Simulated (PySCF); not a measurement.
Sulfur: a sound run and one with changed settings

Sound run: S⁺ [Ne] 3s2 3p3, S²⁺ [Ne] 3s2 3p2. Calculation: PySCF 2.14, in aug-cc-pV(D+d)Z (5s4p3d, 32 functions); the non-relativistic Hamiltonian (point nucleus). In the sound run the correlated levels freeze [Ne]. The sound run starts from symmetry-adapted Hartree-Fock orbitals and uses a fine grid where one is needed.

Changed run: basis STO-3G. This setting is unsound on purpose.

| species | method | sound run (hartree) | changed run (hartree) | converged |
| --- | --- | --- | --- | --- |
| S⁺ | UHF | -397.15977 | -392.92422 | yes |
| S⁺ | M06-L | -397.72208 | -393.40968 | yes |
| S⁺ | MN15 | -397.59629 | -392.39063 | yes |
| S⁺ | MP2 | -397.23163 | -392.92422 | yes |
| S²⁺ | UHF | -396.32475 | -392.09347 | yes |
| S²⁺ | M06-L | -396.85991 | -392.54157 | yes |
| S²⁺ | MN15 | -396.73704 | -391.53623 | yes |
| S²⁺ | MP2 | -396.37947 | -392.10181 | yes |
| S²⁺ | CCSD(T) | -396.40370 | -392.10822 | yes |

Ionisation energy of S⁺:

```tsv
method	sound run (eV)	changed run (eV)
UHF	22.722	22.606
M06-L	23.461	23.622
MN15	23.381	23.249
MP2	23.189	22.379
SCS-MP2	23.025	22.334
```

A minimal basis cannot let orbitals breathe on ionisation and holds almost no correlation.

For comparison, NIST gives 23.338 eV between the lowest levels.
